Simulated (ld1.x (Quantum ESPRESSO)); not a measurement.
**silicon (Si) RRKJ: all-electron and pseudo phase curves**

- Element: silicon
- Generator: ld1.x (Quantum ESPRESSO) 7.5
- Type: norm-conserving RRKJ (Kleinman–Bylander form)
- Functional: PBE
- Relativity: scalar-relativistic
- Frozen core: [Ne]
- Valence charge: 4
- Reference configuration: 3s1.5 3p2.5
- Partial waves: 3p (bound): rc 1.40 bohr; 3d channel at -0.05 Ry: rc 1.55 bohr; 3s (bound): rc 1.80 bohr
- Local potential: the s channel
- Core correction: none
- rho0: 0.001

The phase is arctan(r·u′/u) with u = r·R(r), unwrapped; energies in Ry, scanned from -3 to 5 Ry. A pole is an energy at which the radial function vanishes at the test radius. The pseudo phase is shifted by a multiple of π to meet the all-electron one at the reference energy, and phase errors are pseudo minus all-electron; the curves can meet again beyond the range given. Levels narrower than the energy grid can be missing from the lists of poles.

```csv
channel,radius (bohr),reference energy (Ry),"poles, all-electron","poles, pseudo",unbroken range about the reference energy with phases within 0.05 rad,phase error 1 Ry above the reference energy (rad)
s,1.95,-0.82,2.35,2.16,below 4.0,-0.005
p,1.95,-0.32,3.31,2.69,below 2.5,-0.019
d,1.95,-0.05,3.83,4.00,the whole range,+0.005
```

Phases in the s channel:

```
E (Ry)  all-electron  pseudo
 -3.00         1.129   1.126
 -2.76         1.091   1.087
 -2.52         1.043   1.039
 -2.28         0.981   0.977
 -2.04         0.899   0.896
 -1.80         0.788   0.784
 -1.56         0.631   0.628
 -1.32         0.406   0.404
 -1.08         0.099   0.098
 -0.84        -0.262  -0.262
 -0.60        -0.598  -0.599
 -0.36        -0.856  -0.858
 -0.12        -1.038  -1.041
  0.12        -1.167  -1.171
  0.36        -1.260  -1.266
  0.60        -1.330  -1.337
  0.84        -1.384  -1.392
  1.08        -1.428  -1.437
  1.32        -1.464  -1.475
  1.56        -1.495  -1.506
  1.80        -1.521  -1.534
  2.04        -1.544  -1.559
  2.28        -1.565  -1.582
  2.52        -1.584  -1.604
  2.76        -1.601  -1.624
  3.00        -1.618  -1.644
  3.24        -1.634  -1.664
  3.48        -1.650  -1.685
  3.72        -1.665  -1.707
  3.96        -1.680  -1.730
  4.20        -1.696  -1.756
  4.44        -1.712  -1.785
  4.68        -1.729  -1.819
  4.92        -1.747  -1.860
```
